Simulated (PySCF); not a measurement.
Br₂Sb, charge +1, singlet, at a GFN2-xTB geometry (core potentials on Sb); PySCF with PBE0/def2-SV(P).

PySCF was given this input:
```python
from pyscf import gto, scf, dft

mol = gto.M(
    atom='''
Sb    0.800226    0.436537    0.251833
Br   -0.951086    1.054989   -1.393997
Br   -0.214958   -1.691087    1.027041
''',
    basis='def2-sv(p)',
    ecp={'Sb': 'def2-sv(p)'},
    charge=1,
    spin=0,
    verbose=4,
)

mf = dft.RKS(mol)
mf.xc = 'pbe0'
mf.kernel()
mf.analyze()
```

Problem. What does PySCF print? Leave out banner, timings and long lists.

Solution. 
```
PySCF version 2.14.0

[INPUT] verbose = 4
[INPUT] num. atoms = 3
[INPUT] num. electrons = 92
[INPUT] charge = 1
[INPUT] spin (= nelec alpha-beta = 2S) = 0
[INPUT] symmetry False subgroup None
[INPUT] Mole.unit = angstrom
[INPUT] Symbol           X                Y                Z      unit          X                Y                Z       unit  Magmom
[INPUT]  1 Sb     0.800226000000   0.436537000000   0.251833000000 AA    1.512207977756   0.824935373239   0.475895399128 Bohr   0.0
[INPUT]  2 Br    -0.951086000000   1.054989000000  -1.393997000000 AA   -1.797292060908   1.993640274429  -2.634272548465 Bohr   0.0
[INPUT]  3 Br    -0.214958000000  -1.691087000000   1.027041000000 AA   -0.406211748284  -3.195691282812   1.940826208699 Bohr   0.0

nuclear repulsion = 516.913150774507
number of shells = 34
number of NR pGTOs = 209
number of NR cGTOs = 90
basis = def2-sv(p)
ecp = {'Sb': 'def2-sv(p)'}

******** <class 'pyscf.dft.rks.RKS'> ********
method = RKS
initial guess = minao
damping factor = 0
level_shift factor = 0
DIIS = <class 'pyscf.scf.diis.CDIIS'>
diis_start_cycle = 1
diis_space = 8
diis_damp = 0
SCF conv_tol = 1e-09
SCF conv_tol_grad = None
SCF max_cycles = 50
direct_scf = True
direct_scf_tol = 1e-13
XC library pyscf.dft.libxc version 7.1.2
    S. Lehtola, C. Steigemann, M. J. T. Oliveira, and M. A. L. Marques,  SoftwareX 7, 1–5 (2018)
XC functionals = pbe0
    C. Adamo and V. Barone,  J. Chem. Phys. 110, 6158 (1999)
    M. Ernzerhof and G. E. Scuseria,  J. Chem. Phys. 110, 5029 (1999)
radial grids:
    Treutler-Ahlrichs [JCP 102, 346 (1995); DOI:10.1063/1.469408] (M4) radial grids

becke partition: Becke, JCP 88, 2547 (1988); DOI:10.1063/1.454033
pruning grids: <function nwchem_prune>
grids dens level: 3
symmetrized grids: False
atomic radii adjust function: <function treutler_atomic_radii_adjust>
small_rho_cutoff = 0
Set gradient conv threshold to 3.16228e-05
Initial guess from minao.
tot grids = 62808
init E= -5360.2001760602
  HOMO = -0.647608653623845  LUMO = -0.645818692367963  gap/eV = 0.04871
cycle= 1 E= -5384.30023382297  delta_E= -24.1  |g|= 3.02  |ddm|= 10.1
  HOMO = -0.141579947362125  LUMO = -0.0643267935754418  gap/eV = 2.10217
cycle= 2 E= -5382.30052842314  delta_E=    2  |g|= 4.22  |ddm|= 10.1
  HOMO = -0.462662448695383  LUMO = -0.293448704453738  gap/eV = 4.60454
cycle= 3 E= -5386.93752848268  delta_E= -4.64  |g|= 0.627  |ddm|= 7.49
  HOMO = -0.475459850148301  LUMO = -0.390348000387085  gap/eV = 2.31601
cycle= 4 E= -5387.06486301886  delta_E= -0.127  |g|= 0.364  |ddm|= 1.66
  HOMO = -0.512414987383558  LUMO = -0.379362122342755  gap/eV = 3.62055
cycle= 5 E= -5387.11694845766  delta_E= -0.0521  |g|= 0.063  |ddm|= 0.556
  HOMO = -0.507659137583776  LUMO = -0.375015145019731  gap/eV = 3.60943
cycle= 6 E= -5387.11743633603  delta_E= -0.000488  |g|= 0.0086  |ddm|= 0.0575
  HOMO = -0.507528990508115  LUMO = -0.374360068775914  gap/eV = 3.62371
cycle= 7 E= -5387.11744441685  delta_E= -8.08e-06  |g|= 0.00262  |ddm|= 0.0105
  HOMO = -0.507400532192269  LUMO = -0.374124593705041  gap/eV = 3.62662
cycle= 8 E= -5387.11744705978  delta_E= -2.64e-06  |g|= 0.00054  |ddm|= 0.00362
  HOMO = -0.507496070759369  LUMO = -0.374165476872172  gap/eV = 3.62811
cycle= 9 E= -5387.11744716496  delta_E= -1.05e-07  |g|= 0.000157  |ddm|= 0.00104
  HOMO = -0.50747997106928  LUMO = -0.37417443433052  gap/eV = 3.62743
cycle= 10 E= -5387.11744717596  delta_E= -1.1e-08  |g|= 3.69e-05  |ddm|= 0.000299
  HOMO = -0.5074786770402  LUMO = -0.374174785535516  gap/eV = 3.62738
cycle= 11 E= -5387.11744717629  delta_E= -3.28e-10  |g|= 2.37e-05  |ddm|= 8.44e-05
  HOMO = -0.507477512619132  LUMO = -0.374175597662536  gap/eV = 3.62733
Extra cycle  E= -5387.11744717581  delta_E= 4.85e-10  |g|= 4.49e-05  |ddm|= 0.000103
converged SCF energy = -5387.11744717581
**** SCF Summaries ****
Total Energy =                       -5387.117447175806774
Nuclear Repulsion Energy =             516.913150774506676
One-electron Energy =                -8595.406161680537480
Two-electron Energy =                 2691.375563730224258
Two-electron Coulomb Energy =         2892.597075903617679
DFT Exchange-Correlation Energy =     -201.221512173393364
HOMO-LUMO gap [eV] =                     3.627329865089159
**** MO energy ****
MO #1   energy= -483.418736225807  occ= 2
MO #2   energy= -483.418707797432  occ= 2
MO #3   energy= -62.8521735077066  occ= 2
MO #4   energy= -62.8521466170181  occ= 2
MO #5   energy= -56.6413001891726  occ= 2
MO #6   energy= -56.6412731754664  occ= 2
MO #7   energy= -56.6395294303556  occ= 2
MO #8   energy= -56.6395022517887  occ= 2
MO #9   energy= -56.6383421400051  occ= 2
MO #10  energy= -56.6383105322914  occ= 2
MO #11  energy= -8.99762788555861  occ= 2
MO #12  energy= -8.99760649783421  occ= 2
MO #13  energy= -6.80956506253986  occ= 2
MO #14  energy= -6.80953602064473  occ= 2
MO #15  energy= -6.80269829452394  occ= 2
MO #16  energy= -6.80267655477188  occ= 2
MO #17  energy= -6.79871009104102  occ= 2
MO #18  energy= -6.798696806275    occ= 2
MO #19  energy= -6.07818234883597  occ= 2
MO #20  energy= -4.30007353986833  occ= 2
MO #21  energy= -4.29519552324785  occ= 2
MO #22  energy= -4.29208610209897  occ= 2
MO #23  energy= -2.89583119169718  occ= 2
MO #24  energy= -2.89577821676257  occ= 2
MO #25  energy= -2.89450214335959  occ= 2
MO #26  energy= -2.89448137366365  occ= 2
MO #27  energy= -2.89133276605166  occ= 2
MO #28  energy= -2.89131590393843  occ= 2
MO #29  energy= -2.88583397455186  occ= 2
MO #30  energy= -2.88582709368379  occ= 2
MO #31  energy= -2.88551073204687  occ= 2
MO #32  energy= -2.88546444942925  occ= 2
MO #33  energy= -1.63602932113654  occ= 2
MO #34  energy= -1.63446653006422  occ= 2
MO #35  energy= -1.63177144597617  occ= 2
MO #36  energy= -1.63019085456299  occ= 2
MO #37  energy= -1.62756649854157  occ= 2
MO #38  energy= -1.02380683007666  occ= 2
MO #39  energy= -0.997112029737983 occ= 2
MO #40  energy= -0.797361962622979 occ= 2
MO #41  energy= -0.60342035194426  occ= 2
MO #42  energy= -0.571279244422866 occ= 2
MO #43  energy= -0.551243550820674 occ= 2
MO #44  energy= -0.519022619587593 occ= 2
MO #45  energy= -0.51676091114392  occ= 2
MO #46  energy= -0.507477512619132 occ= 2
MO #47  energy= -0.374175597662536 occ= 0
MO #48  energy= -0.277113558327188 occ= 0
MO #49  energy= -0.274607227572054 occ= 0
MO #50  energy= -0.0362354040249571 occ= 0
MO #51  energy= 0.0217187644975412 occ= 0
MO #52  energy= 0.035998893546655  occ= 0
MO #53  energy= 0.0560594620059251 occ= 0
MO #54  energy= 0.0563226566574527 occ= 0

WARN: System has nonzero charge 1; the dipole moment is origin-dependent.
Location of origin: [0. 0. 0.]

Dipole moment(X, Y, Z, Debye):  2.72515,  1.48609,  0.85797
```
